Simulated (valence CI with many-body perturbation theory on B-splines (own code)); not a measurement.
**Forbidden lines of Pb10+**

Level of theory: configuration interaction combined with many-body perturbation theory (CI+MBPT): four valence electrons over a frozen Dirac-Fock core [Xe] 4f14, radial functions for each j: 9 s, 9 p, 10 d, 8 f, 5 g, 3 h, 1 i, with the one-electron correlation potential Σ1, the two-electron term Σ2, the three-electron term Σ3, Breit, model QED; selected CI, second order for the rest, scaled by the run's own slope (own B-spline code, finite nucleus).

No measured spectrum was set against this ion. As an estimate, terms of the open shell hold to 2 to 4 % of their energy, and close levels can change places. Core correlation moves these levels by up to 16000 cm⁻¹, and in measured spectra 5 to 20 % of such shifts remained as error; rates that hang on mixing are uncertain with them. The list stops below the first excitations out of the core. Only levels of the ground parity were solved; by the run's estimate the other parity begins above the list, which can be wrong where configurations are misplaced.

Lines 51 to 100 of 120 in falling wavelength, among levels below 400670 cm⁻¹, chosen from the decays that carry over 1 % of a level's rate. Wavelengths and rates use the calculated energies, so an error of 2000 cm⁻¹ moves a line at 324.2 nm by 6.5 % and its rate by three times that or more. Weak lines are less certain than strong ones. Lines between different terms over intervals too small for the method are left out, as are lines whose strength nearly cancels.

Levels are named by their leading jj configuration (3d3/2^4 stands for four electrons in 3d with j = 3/2), which in mixed levels can hold well under half, so a name can repeat and another be missing. Letters in brackets count levels of one name in rising energy.

```csv
λ vac (nm),Upper,Lower,Type,A (s⁻¹),Branch %
324.2,(5d3/2 5d5/2^3) J=5,(5d3/2^2 5d5/2^2) J=5,M1,1.35e+02,31.2
320.8,(5d3/2^2 5d5/2^2) J=0 [a],(5d3/2^3 5d5/2) J=1,M1,1.09e+03,100.0
303.5,(5d3/2 5d5/2^3) J=6,(5d3/2^2 5d5/2^2) J=5,M1,2.36e+02,56.2
298.2,(5d3/2^2 5d5/2^2) J=1,(5d3/2^3 5d5/2) J=2,M1,5.08e+02,91.9
296.0,(5d3/2 5d5/2^3) J=3 [b],(5d3/2^2 5d5/2^2) J=3 [b],M1,2.20e+02,31.8
294.3,(5d3/2 5d5/2^3) J=2,(5d3/2^2 5d5/2^2) J=3 [b],M1,1.41e+02,16.8
293.9,(5d3/2 5d5/2^3) J=3 [c],(5d3/2 5d5/2^3) J=3 [a],M1,5.72e+00,1.0
292.5,(5d3/2 5d5/2^3) J=3 [b],(5d3/2^2 5d5/2^2) J=2 [b],M1,1.21e+02,17.5
292.5,(5d3/2^2 5d5/2^2) J=4 [c],(5d3/2^2 5d5/2^2) J=5,M1,2.10e+01,4.9
290.9,(5d3/2 5d5/2^3) J=2,(5d3/2^2 5d5/2^2) J=2 [b],M1,6.91e+01,8.2
289.7,(5d3/2^2 5d5/2^2) J=4 [b],(5d3/2^3 5d5/2) J=3,M1,3.63e+01,45.0
284.3,(5d3/2^2 5d5/2^2) J=4 [b],(5d3/2^3 5d5/2) J=4,M1,3.79e+00,4.7
283.2,(5d3/2 5d5/2^3) J=3 [b],(5d3/2^2 5d5/2^2) J=4 [b],M1,8.68e+01,12.5
282.0,(5d3/2^2 5d5/2^2) J=2 [d],(5d3/2^2 5d5/2^2) J=1,M1,2.24e+01,6.3
280.8,(5d3/2 5d5/2^3) J=3 [c],(5d3/2^2 5d5/2^2) J=2 [c],M1,1.28e+02,22.8
280.6,(5d3/2^2 5d5/2^2) J=2 [b],(5d3/2^3 5d5/2) J=3,M1,2.44e+00,2.4
278.0,(5d3/2 5d5/2^3) J=1 [a],(5d3/2^2 5d5/2^2) J=2 [a],M1,3.74e+02,27.9
277.5,(5d3/2^2 5d5/2^2) J=3 [b],(5d3/2^3 5d5/2) J=3,M1,1.83e+01,6.7
277.4,(5d3/2 5d5/2^3) J=1 [b],(5d3/2^2 5d5/2^2) J=2 [c],M1,1.77e+02,17.8
277.0,(5d3/2 5d5/2^3) J=4 [b],(5d3/2 5d5/2^3) J=3 [a],M1,1.49e+02,11.2
272.5,(5d3/2^2 5d5/2^2) J=3 [b],(5d3/2^3 5d5/2) J=4,M1,2.29e+02,83.6
265.8,(5d3/2^2 5d5/2^2) J=2 [a],(5d3/2^3 5d5/2) J=1,M1,4.04e+02,73.5
256.6,(5d3/2^2 5d5/2^2) J=4 [c],(5d3/2^2 5d5/2^2) J=3 [a],M1,1.46e+02,33.6
253.9,(5d3/2 5d5/2^3) J=0,(5d3/2^2 5d5/2^2) J=1,M1,7.41e+02,87.0
253.4,(5d3/2 5d5/2^3) J=5,(5d3/2^2 5d5/2^2) J=4 [a],M1,5.45e+01,12.6
249.2,(5d3/2 5d5/2^3) J=3 [c],(5d3/2 5d5/2^3) J=4 [a],M1,8.88e+01,15.8
242.0,(5d3/2^2 5d5/2^2) J=2 [b],(5d3/2^3 5d5/2) J=2,M1,2.78e+01,27.5
239.7,(5d3/2^2 5d5/2^2) J=3 [b],(5d3/2^3 5d5/2) J=2,M1,1.60e+01,5.8
237.2,(5d3/2 5d5/2^3) J=2,(5d3/2^2 5d5/2^2) J=1,M1,1.78e+02,21.1
237.1,(5d3/2^2 5d5/2^2) J=2 [d],(5d3/2^2 5d5/2^2) J=2 [a],M1,6.73e+00,1.9
236.9,(5d3/2 5d5/2^3) J=4 [b],(5d3/2 5d5/2^3) J=4 [a],M1,6.30e+02,47.5
235.8,(5d3/2 5d5/2^3) J=1 [a],(5d3/2^2 5d5/2^2) J=0 [a],M1,5.04e+02,37.6
235.4,(5d3/2^2 5d5/2^2) J=2 [d],(5d3/2^2 5d5/2^2) J=3 [a],M1,2.55e+01,7.1
233.6,(5d3/2^2 5d5/2^2) J=4 [c],(5d3/2^2 5d5/2^2) J=4 [a],M1,1.93e+02,44.6
222.5,(5d3/2 5d5/2^3) J=4 [a],(5d3/2^3 5d5/2) J=3,M1,1.39e+02,20.2
219.3,(5d3/2 5d5/2^3) J=4 [a],(5d3/2^3 5d5/2) J=4,M1,7.46e+00,1.1
205.4,(5d3/2 5d5/2^3) J=3 [b],(5d3/2^2 5d5/2^2) J=2 [a],M1,1.14e+01,1.6
204.1,(5d3/2 5d5/2^3) J=3 [b],(5d3/2^2 5d5/2^2) J=3 [a],M1,9.15e+01,13.2
203.3,(5d3/2 5d5/2^3) J=2,(5d3/2^2 5d5/2^2) J=3 [a],M1,2.76e+02,32.8
202.2,(5d3/2^2 5d5/2^2) J=2 [c],(5d3/2^3 5d5/2) J=3,M1,6.51e+02,77.8
200.6,(5d3/2 5d5/2^3) J=1 [b],(5d3/2^2 5d5/2^2) J=2 [b],M1,2.71e+01,2.7
197.8,(5d3/2 5d5/2^3) J=3 [c],(5d3/2^2 5d5/2^2) J=4 [b],M1,1.64e+01,2.9
195.9,(5d3/2 5d5/2^3) J=3 [a],(5d3/2^3 5d5/2) J=3,M1,6.56e+01,6.7
195.7,(5d3/2 5d5/2^3) J=4 [b],(5d3/2^2 5d5/2^2) J=3 [b],M1,1.09e+02,8.2
191.9,(5d3/2^2 5d5/2^2) J=2 [b],(5d3/2^3 5d5/2) J=1,M1,4.37e+01,43.1
189.3,(5d3/2 5d5/2^3) J=3 [b],(5d3/2^2 5d5/2^2) J=4 [a],M1,1.14e+02,16.4
181.3,(5d3/2^2 5d5/2^2) J=2 [c],(5d3/2^3 5d5/2) J=2,M1,8.82e+01,10.5
176.3,(5d3/2 5d5/2^3) J=3 [a],(5d3/2^3 5d5/2) J=2,M1,1.38e+02,14.1
175.1,(5d3/2 5d5/2^3) J=5,(5d3/2^3 5d5/2) J=4,M1,8.97e+00,2.1
173.5,(5d3/2 5d5/2^3) J=1 [b],(5d3/2^2 5d5/2^2) J=1,M1,9.33e+01,9.4
```
